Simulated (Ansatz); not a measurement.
Reaction (ligand exchange at the Si–C bond): `N[SiH2]CBCl` + `N[Si](O)(Cl)Cl` → `N[SiH2]O[Si](N)(Cl)Cl` + `CBCl`

Isolated molecules relaxed with PBE0-D4/def2-TZVP in Ansatz; ΔE leaves out vibrations. CCSD(T)/CBS adds triple-zeta CCSD(T) − MP2 to the extrapolated MP2 energy (def2 sets, frozen cores). This one scheme is used for every species. Functionals use def2-TZVPP. B3LYP here is the variant with VWN-RPA as its local correlation; programs differ in this. Each species was taken in one conformer, which may not be the lowest.

**Question.** Is it downhill or uphill in electronic energy at CCSD(T)/CBS, and by how much? (Estimate.)

**Answer.** Computed: Downhill: ΔE = -116.8 kJ/mol.

**Question.** What do these levels give: B3LYP-D4, ωB97M-V, PBE, SCS-MP2/def2-TZVPP, CCSD/def2-TZVPP, CCSD/CBS(def2)? (An estimate is asked.)

**Answer.** Computed: B3LYP-D4 -122.4, ωB97M-V -116.4, PBE -101.3, SCS-MP2/def2-TZVPP -120.4, CCSD/def2-TZVPP -119.1, CCSD/CBS(def2) -119.8 kJ/mol.

Largest T1 diagnostic among the species: 0.011.

The D4 term adds −3.3 kJ/mol with B3LYP and −2.4 kJ/mol with PBE0; it sums over pairs of atoms, weighted by their polarisabilities, and B3LYP, whose exchange is more repulsive, gets the larger term. In def2-TZVPP, CCSD(T) changes the Hartree–Fock value by +21.6 kJ/mol (the triples alone add +2.9 kJ/mol) and MP2 by +21.9 kJ/mol.
